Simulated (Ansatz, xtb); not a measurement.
Relaxing a trial structure of CH6GeSn

The starting geometry of this gas-phase singlet was built from a drawn formula by distance geometry and a force field; its bonds are those of `[CH][SnH2][GeH3]`.

```yaml
atoms:
  - { symbol: C, position_ang: [-0.6283, -1.9372, 1.0844] }
  - { symbol: Ge, position_ang: [1.3313, 0.4374, -1.2859] }
  - { symbol: Sn, position_ang: [-0.2838, 0.1602, 0.7517] }
  - { symbol: H, position_ang: [-1.0812, -2.3824, 0.1576] }
  - { symbol: H, position_ang: [0.4186, 0.8741, 2.1556] }
  - { symbol: H, position_ang: [-1.8005, 0.9679, 0.3568] }
  - { symbol: H, position_ang: [0.6674, -0.1801, -2.5657] }
  - { symbol: H, position_ang: [2.6264, -0.2671, -0.9399] }
  - { symbol: H, position_ang: [1.5482, 1.9538, -1.5722] }
```

Problem. Predict what it relaxes into with r2SCAN-D4/def2-SVP.

Solution. It rearranges to `[GeH3][CH]=[SnH2]`. Contacts that open: Ge2–Sn3 (2.61 → 3.45 Å). Contacts that close: C1–Ge2 (3.89 → 1.92 Å).

The energy falls by 2.79 eV over 28 steps:

```csv
step,E − E(last) (eV)
1,2.790
4,2.700
7,2.638
10,2.360
13,1.404
16,0.738
19,0.255
22,0.045
25,0.001
28,0.000
```

Final geometry (Å):

| atom | x (Å) | y (Å) | z (Å) |
| --- | --- | --- | --- |
| C | -0.1454 | -0.6716 | -0.2002 |
| Ge | 1.4179 | -0.3370 | -1.2615 |
| Sn | -0.8966 | 0.5893 | 1.1227 |
| H | -0.6743 | -1.6272 | -0.3132 |
| H | -0.1996 | 2.1150 | 1.4194 |
| H | -2.2881 | 0.2713 | 2.0569 |
| H | 1.0960 | -0.3898 | -2.7691 |
| H | 2.5189 | -1.3827 | -0.9897 |
| H | 1.9692 | 1.0594 | -0.9229 |

From the same start GFN2-xTB reaches the same bonding as this run.

The end wasn't checked by frequencies. Atoms past krypton carry core potentials, without spin–orbit terms. Run with Ansatz 0.2.0, 110 s on 2 threads of Intel(R) Xeon(R) Processor @ 2.50GHz (Skylake/Cascade Lake), on a shared host.
